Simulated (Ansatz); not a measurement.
Geometry optimisation, RKS PBE-D4/def2-SVP in Ansatz.

Input:

```yaml
crystal:
  periodic: [false, false, false]
  atoms:
    - { symbol: Ti, position_ang: [0.0, 0.0, 0.0] }
    - { symbol: O, position_ang: [0.0, 0.0, 1.92] }
    - { symbol: H, position_ang: [-0.9095, -0.2814, 2.2571] }
    - { symbol: Cl, position_ang: [2.2349, 0.0, -0.7892] }
    - { symbol: F, position_ang: [-0.8619, 1.4933, -0.6094] }
    - { symbol: F, position_ang: [-0.8619, -1.4933, -0.6094] }
basis:
  gaussian: { orbitals: def2-SVP }
hamiltonian:
  xc: pbe
  dispersion: d4
relax:
  f_tol: 0.02
  max_steps: 40
output:
  orbitals: {}
```

Launched with:

```bash
$ ansatz run input.yaml --threads 2 --pin off --max-ram 3072MiB --backend cpu --events-out ev --progress --plain --runs-dir out
```

**Question.** Where does it end, and by what steps?

**Answer.** The forces met the threshold. The force dipped under the threshold on the way, but the program's further checks kept it going. After 26 steps the energy has fallen by 0.707 eV; H3 moved furthest, 0.64 Å.

| step | energy less start (eV) | largest force component (eV/Å) | accepted |
| --- | --- | --- | --- |
| 0 | 0.0000 | 2.514 | yes |
| 1 | -0.5905 | 0.965 | yes |
| 2 | -0.6456 | 0.367 | yes |
| 3 | -0.6590 | 0.220 | yes |
| 4 | -0.6785 | 0.415 | yes |
| 5 | -0.6878 | 0.491 | yes |
| 6 | -0.6903 | 0.066 | yes |
| 7 | -0.6905 | 0.043 | yes |
| 8 | -0.6906 | 0.012 | yes |
| 9 | -0.6907 | 0.013 | yes |
| 10 | -0.6910 | 0.145 | yes |
| 11 | -0.6931 | 0.167 | yes |
| 12 | -0.6942 | 0.131 | yes |
| 13 | -0.6956 | 0.130 | yes |
| 14 | -0.6957 | 0.207 | yes |
| 15 | -0.6970 | 0.283 | yes |
| 16 | -0.6971 | 0.321 | yes |
| 17 | -0.6991 | 0.330 | yes |
| 18 | -0.7042 | 0.021 | yes |
| 19 | -0.7043 | 0.028 | yes |
| 20 | -0.7053 | 0.034 | yes |
| 21 | -0.7009 | 0.554 | no |
| 22 | -0.7066 | 0.012 | yes |
| 23 | -0.7066 | 0.146 | yes |
| 24 | -0.7070 | 0.046 | yes |
| 25 | -0.7069 | 0.061 | no |
| 26 | -0.7072 | 0.008 | yes |

```xyz
6
Properties=species:S:1:pos:R:3
Ti -0.101 0.051 -0.048
O -0.380 0.146 1.695
H -0.330 -0.482 2.438
Cl 2.064 -0.075 -0.447
F -0.790 1.472 -0.798
F -0.862 -1.394 -0.671
```

Whether the end is a true minimum wasn't checked by a vibrational analysis.

Run time: 23 s on 2 threads of AMD EPYC 9R45 96-Core Processor (Zen 5) (shared host), peak memory 0.18 GiB.
